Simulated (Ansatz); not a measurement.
Ideal-gas functions of `[NH]=[Mo](=[NH])([Cl])[Cl]` at 500 K and 1 bar, from an Ansatz frequency run at PBE0-D4/def2-TZVP.

Molar mass 196.88 g/mol, point group C2v (symmetry number 2), electronic degeneracy 1, moments of inertia 183.782, 323.915, 385.306 u Å². Harmonic wavenumbers (cm⁻¹, unscaled): 111, 178, 213, 218, 302, 365, 408, 428, 616, 622, 731, 1008, 1048, 3602, 3606.

Use S(trans) = R[1.5 ln M + 2.5 ln T − 1.1517]; rotational temperatures θ = 24.2544 K / I; S(rot) = R[ln(√π/σ · √(T³/θAθBθC)) + 1.5]; for each mode x = 1.438777 ν̃/T, S = R[x/(eˣ − 1) − ln(1 − e⁻ˣ)] and H = RT x/(eˣ − 1); 1 cm⁻¹ = 0.0119627 kJ/mol; R = 8.31446 J/(mol·K).

Task: By hand: the entropy, in J/(mol·K).

Result: Translation 185.5. Rotation: θ = 0.132, 0.0749, 0.0629 K, giving 119.7. Vibration, mode by mode: 17.84, 13.97, 12.51, 12.33, 9.74, 8.28, 7.44, 7.09, 4.56, 4.50, 3.51, 1.87, 1.71, 0.00, 0.00, in all 105.4. Electronic 0.0. Sum 410.6 J/(mol·K).

Task: By hand: H − E and G − E in kJ/mol, counted from the electronic energy.

Result: Zero-point energy ½ × 13456 × 0.0119627 = 80.5; thermal vibration 27.5; translation, rotation and pV give 4 RT = 16.6. H − E = 124.6 kJ/mol, and G − E = 124.6 − 500 × 410.6/1000 = -80.7 kJ/mol.

Vibration gives 26 % of the entropy, 17.8 J/(mol·K) of it from the mode under 150 cm⁻¹: soft modes count most, and the harmonic formula is weakest for them. The sum counts one conformer and one mirror image; others add a mixing term.
